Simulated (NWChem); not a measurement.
System: sulfur tetrafluoride (SF4); SMILES FS(F)(F)F

Here is an NWChem input.

```
start job
memory heap 200 mb stack 900 mb global 1100 mb
geometry units angstroms noautoz
  F      1.220545     0.000000     0.616808
  S      0.000000     0.000000    -0.387794
  F      0.000000    -1.654169    -0.275546
  F      0.000000     1.654169    -0.275546
  F     -1.220545     0.000000     0.616808
end
basis spherical
  * library def2-tzvpd
end
dft
  xc b3lyp
  iterations 150
  semidirect filesize 400000000
  mulliken
end
task dft energy
```

Parts of the log:

```
             Northwest Computational Chemistry Package (NWChem) 7.3.0
             --------------------------------------------------------

 C2V symmetry detected

                             Geometry "geometry" -> ""
                             -------------------------

 Output coordinates in angstroms (scale by  1.889725989 to convert to a.u.)

  No.       Tag          Charge          X              Y              Z
 ---- ---------------- ---------- -------------- -------------- --------------
    1 F                    9.0000     1.22054500     0.00000000     0.61800008
    2 S                   16.0000     0.00000000     0.00000000    -0.38660192
    3 F                    9.0000     0.00000000    -1.65416900    -0.27435392
    4 F                    9.0000     0.00000000     1.65416900    -0.27435392
    5 F                    9.0000    -1.22054500     0.00000000     0.61800008

 Effective nuclear repulsion energy (a.u.)     295.3507469767

      Symmetry information
      --------------------

 Group name             C2v
 Group number             16
 Group order               4
 No. of unique centers     3

                                 NWChem DFT Module
                                 -----------------

 Summary of "ao basis" -> "ao basis" (spherical)
 ------------------------------------------------------------------------------
       Tag                 Description            Shells   Functions and Types
 ---------------- ------------------------------  ------  ---------------------
 F                         def2-tzvpd               14       40   6s4p3d1f
 S                         def2-tzvpd               16       46   6s6p3d1f

      Symmetry analysis of basis
      --------------------------

        a1         74
        a2         30
        b1         51
        b2         51

            General Information
            -------------------
          SCF calculation type: DFT
          Wavefunction type:  closed shell.
          No. of atoms     :     5
          No. of electrons :    52
           Alpha electrons :    26
            Beta electrons :    26
          Charge           :     0
          Spin multiplicity:     1
          Use of symmetry is: on ; symmetry adaption is: on
          Maximum number of iterations: 150
          AO basis - number of functions:   206
                     number of shells:    72
          Convergence on energy requested:  1.00D-06
          Convergence on density requested:  1.00D-05
          Convergence on gradient requested:  5.00D-04

              XC Information
              --------------
                         B3LYP Method XC Potential
                     Hartree-Fock (Exact) Exchange  0.200
                        Slater Exchange Functional  0.800 local
                    Becke 1988 Exchange Functional  0.720 non-local
              Lee-Yang-Parr Correlation Functional  0.810
                  VWN I RPA Correlation Functional  0.190 local

             Grid Information
             ----------------
          Grid used for XC integration:  medium
          Radial quadrature: Mura-Knowles
          Angular quadrature: Lebedev.
          Tag              B.-S. Rad. Rad. Pts. Rad. Cut. Ang. Pts.
          ---              ---------- --------- --------- ---------
          F                   0.50       49          12.0       434
          S                   1.00       88          10.0       590
          Grid pruning is: on
          Number of quadrature shells:   186
          Spatial weights used:  Erf1

      Superposition of Atomic Density Guess
      -------------------------------------

 Sum of atomic energies:        -795.15271863

      Non-variational initial energy
      ------------------------------

 Total energy =    -795.973912
 1-e energy   =   -1695.749331
 2-e energy   =     604.424672
 HOMO         =      -0.354837
 LUMO         =       0.003799

      Symmetry analysis of molecular orbitals - initial
      -------------------------------------------------

  Numbering of irreducible representations:

     1 a1          2 a2          3 b1          4 b2

  Orbital symmetries:

     1 a1          2 a1          3 b1          4 b2          5 a1
     6 a1          7 b2          8 b1          9 a1         10 a1
    11 b2         12 b1         13 a1         14 a1         15 b2
    16 b1         17 a1         18 a2         19 b2         20 a1
    21 b1         22 a1         23 b1         24 b2         25 a2
    26 a1         27 b1         28 a1         29 b2         30 a1
    31 b1         32 a1         33 a1         34 b1         35 b2
    36 a2

------------------------------------------------------------
EAF file 0: "./job.aoints.0" size=334495744 bytes
------------------------------------------------------------
               write      read    awrite     aread      wait
               -----      ----    ------     -----      ----
     calls:      638         0         0         0         0
   data(b): 3.34e+08  0.00e+00  0.00e+00  0.00e+00
   time(s): 0.00e+00  0.00e+00  0.00e+00  0.00e+00  0.00e+00
rate(mb/s): 0.00e+00  0.00e+00
------------------------------------------------------------

     ---------------------------------------------
      Total Density - Mulliken Population Analysis
     ---------------------------------------------

    Atom       Charge   Shell Charges
 -----------   ------   -------------------------------------------------------
    1 F    9     9.37   0.77  1.20  0.61  1.01  0.31 -0.01  2.30  2.30  0.86  0.02  0.00  0.01 -0.00  0.00
    2 S   16    14.21   2.01  0.49  1.48  1.03  0.80  0.08  4.12  1.73  0.54  1.22  0.24 -0.01  0.13  0.29 -0.01  0.08
    3 F    9     9.53   0.77  1.20  0.62  1.02  0.31 -0.02  2.36  2.34  0.89  0.02  0.00  0.01  0.01  0.00
    4 F    9     9.53   0.77  1.20  0.62  1.02  0.31 -0.02  2.36  2.34  0.89  0.02  0.00  0.01  0.01  0.00
    5 F    9     9.37   0.77  1.20  0.61  1.01  0.31 -0.01  2.30  2.30  0.86  0.02  0.00  0.01 -0.00  0.00

   convergence    iter        energy       DeltaE   RMS-Dens  Diis-err
 ---------------- ----- ----------------- --------- --------- ---------
 d= 0,ls=0.0,diis     1   -797.4872057384 -1.09D+03  1.02D-02  2.83D+00
 d= 0,ls=0.0,diis     2   -797.0536228769  4.34D-01  5.84D-03  8.41D+00
 d= 0,ls=0.0,diis     3   -797.7198400559 -6.66D-01  1.00D-03  1.46D-01
 d= 0,ls=0.0,diis     4   -797.7246992006 -4.86D-03  5.12D-04  7.15D-02
 d= 0,ls=0.0,diis     5   -797.7295113297 -4.81D-03  1.22D-04  6.09D-03
  Resetting Diis
 d= 0,ls=0.0,diis     6   -797.7299415144 -4.30D-04  1.55D-05  4.27D-05
 d= 0,ls=0.0,diis     7   -797.7299443157 -2.80D-06  2.54D-06  3.29D-07
 d= 0,ls=0.0,diis     8   -797.7299443404 -2.46D-08  6.26D-07  7.25D-08

         Total DFT energy =     -797.729944340364
      One electron energy =    -1693.664415913544
           Coulomb energy =      668.191474816385
    Exchange-Corr. energy =      -67.607750219932
 Nuclear repulsion energy =      295.350746976727

 Numeric. integr. density =       51.999997842997

                  Occupations of the irreducible representations
                  ----------------------------------------------

                     irrep           alpha         beta
                     --------     --------     --------
                     a1               12.0         12.0
                     a2                2.0          2.0
                     b1                6.0          6.0
                     b2                6.0          6.0

                       DFT Final Molecular Orbital Analysis
                       ------------------------------------

 Vector   24  Occ=2.000000D+00  E=-4.358203D-01  Symmetry=b2
              MO Center=  5.9D-14, -3.2D-13, -5.1D-02, r^2= 3.0D+00
   Bfn.  Coefficient  Atom+Function         Bfn.  Coefficient  Atom+Function
  ----- ------------  ---------------      ----- ------------  ---------------
    95      0.288704  3 F  pz               135     -0.288704  4 F  pz
    98      0.234145  3 F  pz               138     -0.234145  4 F  pz
     8      0.209545  1 F  py               174      0.209545  5 F  py
    11      0.170319  1 F  py               177      0.170319  5 F  py
   101      0.163991  3 F  pz               141     -0.163991  4 F  pz

 Vector   25  Occ=2.000000D+00  E=-4.285598D-01  Symmetry=a2
              MO Center= -4.9D-14,  3.7D-16, -2.7D-02, r^2= 3.0D+00
   Bfn.  Coefficient  Atom+Function         Bfn.  Coefficient  Atom+Function
  ----- ------------  ---------------      ----- ------------  ---------------
    93      0.310162  3 F  px               133     -0.310162  4 F  px
    96      0.251675  3 F  px               136     -0.251675  4 F  px
     8      0.213137  1 F  py               174     -0.213137  5 F  py
    99      0.178603  3 F  px               139     -0.178603  4 F  px
    11      0.173991  1 F  py               177     -0.173991  5 F  py

 Vector   26  Occ=2.000000D+00  E=-3.634313D-01  Symmetry=a1
              MO Center= -3.0D-15,  5.7D-15, -4.7D-01, r^2= 2.5D+00
   Bfn.  Coefficient  Atom+Function         Bfn.  Coefficient  Atom+Function
  ----- ------------  ---------------      ----- ------------  ---------------
    44      0.366970  2 S  s                 45      0.333603  2 S  s
    58     -0.266751  2 S  pz                43     -0.222383  2 S  s
    94     -0.204511  3 F  py               134      0.204511  4 F  py
    95      0.197767  3 F  pz               135      0.197767  4 F  pz
    97     -0.172993  3 F  py               137      0.172993  4 F  py

[...]
```

Level: B3LYP/def2-TZVPD. Structure relaxed at the PBE0/def2-SVP level.
